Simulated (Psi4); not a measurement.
**Worked example: ideal-gas entropy of SnH4 (SMILES [SnH4])**

A singlet with charge 0, relaxed at PBE-D3(BJ)/def2-SVP (density fitting, core potential) (Psi4 1.11):

```xyz
5

Sn    0.0000    0.0000    0.0000
H     0.8341   -0.8642    1.2383
H    -1.5832    0.4085    0.5501
H    -0.1182   -0.9868   -1.4100
H     0.8672    1.4425   -0.3784
```

Harmonic wavenumbers in cm⁻¹: 654, 656, 669, 724, 745, 1855, 1876, 1876, 1880.

Masses in u: Sn 118.71, H 1.008. Take T = 298.15 K, p = 1 bar, R = 8.3145 J/(mol K), kT/hc = 207.22 cm⁻¹, rigid rotor and harmonic oscillator.

**Question.** Compute the standard molar entropy.

**Answer.** 
1. Translation (Sackur–Tetrode): S = R[3/2 ln M + 5/2 ln T − 1.1517] with M = 122.742 gives 168.8 J/(mol K).
2. Rotation: principal moments 7.999, 7.999, 8.000 u Å² give A, B, C = 2.1075, 2.1075, 2.1071 cm⁻¹; the symmetry number is σ = 12; q = (√π/σ)√((kT/hc)³/ABC) = 144; S = R(ln q + 3/2) = 53.8.
3. Vibration: with u = ν̃/207.22, each mode gives R[u/(eᵘ − 1) − ln(1 − e⁻ᵘ)]; the sum is 6.8, most from 654 cm⁻¹ (1.5), 656 cm⁻¹ (1.5), 669 cm⁻¹ (1.4).
4. Spin: R ln 1 = 0.0.
5. Sum: 168.8 + 53.8 + 6.8 + 0.0 = 229.4 J/(mol K).

No measured value is set beside it here.
